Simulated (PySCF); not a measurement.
Tc²³⁺ (technetium, charge +23): PBE calculation

Configuration: [Ar] 3d2, high-spin 3F determinant. Calculation: PySCF 2.14, in an even-tempered Gaussian basis (18 s from 2.7 bohr⁻², ratio 2.5; 12 p from 3.5 bohr⁻², ratio 2.5; 8 d from 3.5 bohr⁻², ratio 2.5; 4 f from 12 bohr⁻², ratio 2.7; 3 g from 18 bohr⁻², ratio 2.7); the spin-free X2C one-electron Hamiltonian (Gaussian nucleus).

```json
{
 "Total energy": "-3965.35 hartree",
 "One-electron energy": "-4740.78 hartree",
 "Hartree (Coulomb) energy": "873.79 hartree",
 "Exchange-correlation energy": "-98.36 hartree",
 "⟨S²⟩": "2.0001",
 "⟨L²⟩": "12.001",
 "Sum of ⟨r⟩": "4.822 bohr",
 "Sum of ⟨r²⟩": "1.744 bohr²"
}
```

```
shell  electrons  mean orbital energy (eV)  rms radius, mean of both spins (bohr)
 1s α          1                  -21777.7                                 0.0394
 1s β          1                  -21777.6                                 0.0394
 2s α          1                   -3905.5                                  0.161
 2s β          1                   -3900.4                                  0.161
 2p α          3                   -3598.5                                  0.143
 2p β          3                   -3594.7                                  0.143
 3s α          1                   -1308.9                                  0.407
 3s β          1                   -1303.0                                  0.407
 3p α          3                   -1209.0                                  0.402
 3p β          3                   -1202.8                                  0.402
 3d α          2                   -1067.3                                  0.364
```

Spin-orbit coupling, absent here, splits the open shell strongly.

Densities and radii are taken from the X2C orbitals without a picture-change correction, which distorts them close to the nucleus.
